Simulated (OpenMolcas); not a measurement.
## Ta I: from CASSCF to CASPT2

| Quantity | Value |
| --- | --- |
| Program | OpenMolcas 26.06 |
| Basis | ANO-RCC-VDZP [7s6p4d2f1g] |
| Scalar Hamiltonian | DKH2, point nucleus |
| Active space | 5 electrons in 6 orbitals (5d 6s) |
| State averaging | 2S+1 = 6 even, 6 roots; 2S+1 = 4 even, 50 roots; 2S+1 = 2 even, 98 roots |
| Spin-orbit coupling | RASSI with atomic mean-field integrals over the reference wave functions, term energies averaged over their components |

Methods on the same reference wave functions:
A. CASSCF
B. SS-CASPT2, IPEA 0.25 Eh, imaginary shift 0.1 Eh (closed shells correlated: 5s 5p)
C. MS-CASPT2, IPEA 0.25 Eh, imaginary shift 0.1 Eh (closed shells correlated: 5s 5p)

Energies in cm⁻¹ above 5d³ 6s² ⁴F_3/2, the measured ground level; measured values from NIST Handbook of Basic Atomic Spectroscopic Data.

```csv
Level,A,B,C,Measured
5d³ 6s² ⁴F_3/2,0.0,0.0,0.0,0.0
5d³ 6s² ⁴F_5/2,1743,1766,1801,2010
5d⁴ 6s ⁶D_1/2,2276,9700,9700,
5d⁴ 6s ⁶D_3/2 [75 %],3185,9850,10170,
5d³ 6s² ⁴F_7/2,3506,3600,3710,3964
5d⁴ 6s ⁶D_5/2,4402,11010,11180,
5d³ 6s² ⁴F_9/2,4943,5200,5430,5621
5d⁴ 6s ⁶D_7/2,5641,11920,12220,
5d³ 6s² ⁴P_1/2 [75 %],6049,5300,5820,6049
5d³ 6s² ⁴P_3/2 [72 %],6213,5910,5980,6069
5d⁴ 6s ⁶D_9/2,7028,13230,13440,
5d³ 6s² ⁴P_5/2,8362,8790,8550,9253
5d³ 6s² ²G_7/2,10778,11000,11340,
5d³ 6s² ²G_9/2 [58 %],11903,12120,12530,
5d³ 6s² ²D_5/2(1),13438,13400,13720,
5d³ 6s² ²P_1/2,13558,12040,12310,
5d³ 6s² ²H_9/2 [68 %],16695,17200,17530,
5d³ 6s² ²H_11/2,16878,17490,17820,
5d³ 6s² ²P_3/2 [58 %],17657,16520,16850,
5d³ 6s² ²F_5/2,18931,19240,19560,
5d⁴ 6s ⁴H_9/2 [54 %],19476,25230,25550,
5d⁴ 6s ⁴H_11/2,20435,26490,26810,
5d⁴ 6s ⁴D_3/2(1) [63 %],21226,24010,24390,
5d⁴ 6s ⁴H_13/2,21536,27720,28050,
```

Deviations, from unrounded energies. A percentage is the sum of absolute deviations over the sum of measured energies, with the sign that they share, or ± where signs differ.

```json
{"Against measurement": "mean absolute deviation (cm-1)", "Levels": "6", "A": "410", "B": "400", "C": "280"}
{"Against measurement": "fine structure of the ground term (%)", "Levels": "3", "A": "-12.1", "B": "-8.9", "C": "-5.7"}
{"Against measurement": "other terms of the ground configuration (%)", "Levels": "3", "A": "±4.8", "B": "-6.4", "C": "-4.8"}
```

C lies closest to measurement on these levels and A furthest from it. The largest miss of C in the table is 5d³ 6s² ⁴P_5/2, by -710 cm-1. The ranking rests on the paired levels alone, and a cruder setting can come out closer through cancelling errors.

Between B and C the level of the table that moves most is 5d³ 6s² ⁴P_1/2 [75 %], by 520 cm-1 (lowest in B, highest in C). Moves below CASPT2's spread within the term are not significant.

The mean deviations of B to C differ by less than CASPT2's widest spread within a term (650 cm-1), so their order carries little weight.

From A to B the spin-free energies of the other terms of 5d³ 6s² shown, above ⁴F, scale by factors of 0.82 to 1.20.

The lowest spin-free term lies below A's lowest term by 0.237 hartree in B, 0.239 hartree in C.

Term energies are means over components that CASPT2 splits; among the terms shown or strongly mixed into the levels shown the widest spread is 650 cm-1 (5d³ 6s² ⁴F, C). Configurations are named by rounded mean occupations; where the s occupation lies near a half they are strongly mixed, a name can repeat and a true partner stay unpaired. A single d shell beside an s shell can misplace configurations of different d count against each other. The CASPT2 spread within a term exceeds the gap to the next term for 5d⁴ 6s ⁴P and 5d⁴ 6s ⁴F, so the order of their levels is uncertain, and so are names and mixing where such terms share a J (figures for B; the like holds for C). Without dynamic correlation excited terms often stand tens of per cent too high (terms of higher spin than the ground term too low), and those without a measured partner can miss by more than the paired ones (holds for A). Blocks of more than 70 roots (2S+1 = 2 even) ran without multistate coupling (holds for C). Measured partners are found by configuration, term and J. A level has none where our copy of the source lacks it or the pairing is in doubt (some pairs that miss far off the trend of their configuration count as doubtful), and it then counts in no deviation. Only configurations of the active space appear. Levels that lie high or do not pair safely by name in every column are left out.

A share in square brackets marks a mixed level and gives the weight of the term that names it, the lowest over the columns. A number in round brackets counts repeated terms of one configuration in the order of the reference energies.
